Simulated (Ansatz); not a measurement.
Basis-set series for C4H6AlFO2, SMILES `[CH3][Al-]1([F])[O]C=CC=[O+]1`. Total charge 0; spin multiplicity 1. The geometry is a stationary point of PBE0-D4/def2-TZVP.

| functional | basis | functions | energy (Eh) | HOMO (eV) | LUMO (eV) |
| --- | --- | --- | --- | --- | --- |
| PBE0-D4 | def2-SVP | 146 | -648.00421 | -7.84 | -2.47 |
| PBE0-D4 | def2-TZVPP | 343 | -648.56200 | -7.86 | -2.55 |
| ωB97M-V | def2-SVP | 146 | -648.39557 | -9.97 | -0.28 |
| ωB97M-V | def2-TZVPP | 343 | -648.96594 | -10.01 | -0.41 |

Task: Give the rows for def2-QZVPP. (Estimate.)

Result: Ansatz gave: 
```json
{"functional": "PBE0-D4", "basis": "def2-QZVPP", "functions": "649", "energy (Eh)": "-648.59252", "HOMO (eV)": "-7.88", "LUMO (eV)": "-2.59"}
{"functional": "ωB97M-V", "basis": "def2-QZVPP", "functions": "649", "energy (Eh)": "-648.99449", "HOMO (eV)": "-10.03", "LUMO (eV)": "-0.46"}
```
